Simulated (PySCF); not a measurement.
## Field gradients at the hydrogen positions

C6H11FSi.
SMILES with atom numbers: `[CH3:1][CH2:2][C:3]1=[CH:4][CH2:5][SiH2:6][C@@H:7]1[F:8]` (hydrogens: H9, H10, H11 on C1; H12, H13 on C2; H14 on C4; H15, H16 on C5; H17, H18 on Si6; H19 on C7)

Geometry (GFN2-xTB, Å), atoms numbered from 1 in this order:
```xyz
19
C6H11FSi angstrom
C      2.561    0.364   -0.272
C      1.617   -0.796    0.048
C      0.190   -0.344    0.144
C     -0.485   -0.202    1.277
C     -1.915    0.251    1.257
Si    -2.338    0.427   -0.594
C     -0.545   -0.024   -1.133
F     -0.525   -1.131   -1.985
H      2.328    0.797   -1.242
H      3.590    0.013   -0.295
H      2.475    1.142    0.484
H      1.697   -1.551   -0.738
H      1.915   -1.253    0.994
H     -0.028   -0.404    2.236
H     -2.013    1.189    1.807
H     -2.540   -0.473    1.784
H     -3.289   -0.555   -1.105
H     -2.679    1.797   -0.981
H     -0.025    0.762   -1.693
```

Level: PBE0/pcSseg-1 (PySCF, non-relativistic); Q(2H) = 0.00286 b; rigid geometry, the same for H and D, with no vibrational averaging.

**Question.** Rank these positions by the coupling χzz of a deuteron there, largest first.
A. H14 (vinylic hydrogen)
B. H13 (methylene hydrogen)
C. H19 (methine hydrogen)
D. H16 (methylene hydrogen)
E. H17 (Si–H hydrogen)

**Answer.** A (220 kHz), D (210 kHz), B (204 kHz), C (197 kHz), E (111 kHz).

**Question.** What are Vzz, η and χzz (234.96 MHz × Q × Vzz) at all hydrogens?

**Answer.** 
| atom | bonded to | bond length (Å) | Vzz (au) | η | χzz (kHz) |
| --- | --- | --- | --- | --- | --- |
| H9 | C1 | 1.088 | 0.3155 | 0.02 | 212 |
| H10 | C1 | 1.088 | 0.3160 | 0.02 | 212 |
| H11 | C1 | 1.088 | 0.3130 | 0.02 | 210 |
| H12 | C2 | 1.093 | 0.2993 | 0.01 | 201 |
| H13 | C2 | 1.092 | 0.3038 | 0.03 | 204 |
| H14 | C4 | 1.081 | 0.3274 | 0.05 | 220 |
| H15 | C5 | 1.092 | 0.3124 | 0.02 | 210 |
| H16 | C5 | 1.092 | 0.3123 | 0.03 | 210 |
| H17 | Si6 | 1.460 | 0.1653 | 0.01 | 111 |
| H18 | Si6 | 1.465 | 0.1616 | 0.00 | 109 |
| H19 | C7 | 1.096 | 0.2925 | 0.08 | 197 |

**Question.** Average by the element that carries the hydrogen.

**Answer.** on C: 208 kHz over 9 positions, mean bond length 1.090 Å; on Si: 110 kHz over 2 positions, mean bond length 1.462 Å.

**Question.** How does χzz go with the bond length over the 9 C–H bonds?

**Answer.** A straight-line fit has a slope of -15.1 kHz for each 0.01 Å, with a correlation coefficient of -0.93, over lengths from 1.081 to 1.096 Å. The longer bonds have the smaller couplings here.

Isolated species at its GFN2-xTB geometry (one conformer only). GFN2-xTB bond lengths can be off by several hundredths of an ångström, more for odd bonds, and the gradients follow them. The small basis limits the accuracy of the gradients.
